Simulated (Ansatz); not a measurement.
C₂H₁₁GeNSi, SMILES `C[SiH](C)[NH][GeH3]`, relaxed with RKS PBE-D4/def2-SVP in Ansatz from a rough embedded geometry. The force threshold is 0.03 eV/Å; the program also tests the step.

Total charge 0; spin multiplicity 1.

Start:

```xyz
16

C    -2.123   -0.444   -0.796
Si   -0.466   -0.416   -0.013
C     0.768   -0.750   -1.346
N    -0.104    1.127    0.741
Ge    1.394    1.047    1.790
H    -2.243    0.358   -1.530
H    -2.365   -1.434   -1.213
H    -2.904   -0.245    0.051
H    -0.429   -1.503    1.003
H     1.788   -0.865   -0.926
H     0.746    0.030   -2.121
H     0.532   -1.769   -1.847
H     0.039    1.873   -0.030
H     1.583    2.378    2.522
H     2.618    0.740    0.879
H     1.168   -0.127    2.836
```

| step | energy (eV) | largest force (eV/Å) | largest move (Å) |
| --- | --- | --- | --- |
| 1 | -68110.1194 | 2.191 | 0.000 |
| 2 | -68110.4542 | 1.091 | 0.194 |
| 3 | -68110.4602 | 0.855 | 0.200 |
| 4 | -68110.5362 | 0.400 | 0.075 |
| 5 | -68110.5517 | 0.192 | 0.110 |
| 6 | -68110.5590 | 0.078 | 0.126 |
| 7 | -68110.5609 | 0.154 | 0.086 |
| 8 | -68110.5620 | 0.097 | 0.031 |
| 9 | -68110.5630 | 0.059 | 0.045 |
| 10 | -68110.5640 | 0.047 | 0.073 |
| 11 | -68110.5643 | 0.043 | 0.071 |
| 12 | -68110.5647 | 0.030 | 0.024 |

End:

```xyz
16

C    -2.151   -0.322   -0.725
Si   -0.369   -0.517   -0.133
C     0.724   -1.029   -1.591
N     0.141    0.979    0.639
Ge    1.420    1.178    1.964
H    -2.229    0.482   -1.488
H    -2.520   -1.259   -1.191
H    -2.825   -0.063    0.116
H    -0.270   -1.578    0.936
H     1.779   -1.160   -1.275
H     0.705   -0.261   -2.393
H     0.379   -1.988   -2.033
H    -0.074    1.846    0.134
H     1.119    2.497    2.732
H     2.879    1.248    1.408
H     1.292   -0.051    2.900
```

Run time 30 s (4 threads of an Arm Neoverse V1 on a shared host); peak host memory 0.22 GiB.
